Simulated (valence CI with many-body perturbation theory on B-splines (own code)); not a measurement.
**Ru30+: what each term of the Hamiltonian does**

Computed by configuration interaction combined with many-body perturbation theory (CI+MBPT): four valence electrons over a frozen Dirac-Fock core [Ne], radial functions for each j: 11 s, 11 p, 9 d, 7 f, 5 g, 2 h, 1 i, with the one-electron correlation potential Σ1, the two-electron term Σ2, the three-electron term Σ3, Breit, model QED; selected CI, second order for the rest (own B-spline code, finite nucleus).

No measured spectrum was set against this ion. As an estimate, large intervals hold to a few tenths of a per cent, small ones and those within an open d or f shell to about a per cent.

Each rung adds one term. CI alone is the Dirac-Coulomb CI over the frozen core; QED comes last and gives the full result, which names the levels. Energies are above (3s^2 3p1/2^2) J=0 on the same rung, in eV.

Levels are named by their leading jj configuration (3d3/2^4 stands for four electrons in 3d with j = 3/2), which in mixed levels can hold well under half, so a name can repeat and another be missing. Letters in brackets count levels of one name in rising energy.

| Level | CI alone |
| --- | --- |
| (3s^2 3p1/2 3p3/2) J=1 | 26.06 |
| (3s^2 3p1/2 3p3/2) J=2 | 30.92 |
| (3s^2 3p3/2^2) J=2 | 60.48 |
| (3s^2 3p3/2^2) J=0 | 71.44 |
| (3s 3p1/2^2 3p3/2) J=2 | 98.72 |
| (3s 3p1/2^2 3p3/2) J=1 | 114.60 |
| (3s 3p1/2 3p3/2^2) J=2 [a] | 124.14 |
| (3s 3p1/2 3p3/2^2) J=3 | 131.86 |
| (3s^2 3p1/2 3d3/2) J=2 | 136.42 |
| (3s 3p1/2 3p3/2^2) J=0 | 142.19 |
| (3s 3p1/2 3p3/2^2) J=1 [a] | 145.13 |
| (3s 3p1/2 3p3/2^2) J=2 [b] | 150.05 |
| (3s^2 3p1/2 3d5/2) J=3 | 155.76 |
| (3s 3p1/2 3p3/2^2) J=1 [b] | 156.93 |
| (3s^2 3p1/2 3d5/2) J=2 | 161.68 |
| (3s^2 3p1/2 3d3/2) J=1 | 162.93 |

Problem. What do these energies become with core correlation, Breit and QED?

Solution. (3s^2 3p1/2 3p3/2) J=1 25.73 (-0.335); (3s^2 3p1/2 3p3/2) J=2 30.46 (-0.457); (3s^2 3p3/2^2) J=2 59.71 (-0.776); (3s^2 3p3/2^2) J=0 70.66 (-0.779); (3s 3p1/2^2 3p3/2) J=2 98.11 (-0.617); (3s 3p1/2^2 3p3/2) J=1 113.84 (-0.762); (3s 3p1/2 3p3/2^2) J=2 [a] 123.27 (-0.867); (3s 3p1/2 3p3/2^2) J=3 130.77 (-1.091); (3s^2 3p1/2 3d3/2) J=2 135.36 (-1.065); (3s 3p1/2 3p3/2^2) J=0 141.19 (-0.996); (3s 3p1/2 3p3/2^2) J=1 [a] 143.97 (-1.162); (3s 3p1/2 3p3/2^2) J=2 [b] 148.75 (-1.298); (3s^2 3p1/2 3d5/2) J=3 154.23 (-1.534); (3s 3p1/2 3p3/2^2) J=1 [b] 155.29 (-1.634); (3s^2 3p1/2 3d5/2) J=2 160.01 (-1.678); (3s^2 3p1/2 3d3/2) J=1 161.27 (-1.659).

Problem. How does the ionisation energy move along the ladder, and which term matters most?

Solution. CI alone 1742.0, + Σ1 1743.0, + Σ2 1742.9, + Σ3 1742.7, + Breit 1741.3, + QED 1741.4 eV. The largest step is Breit, -1.4 eV. NIST lists 1743 ± 4 eV (semi-empirical).
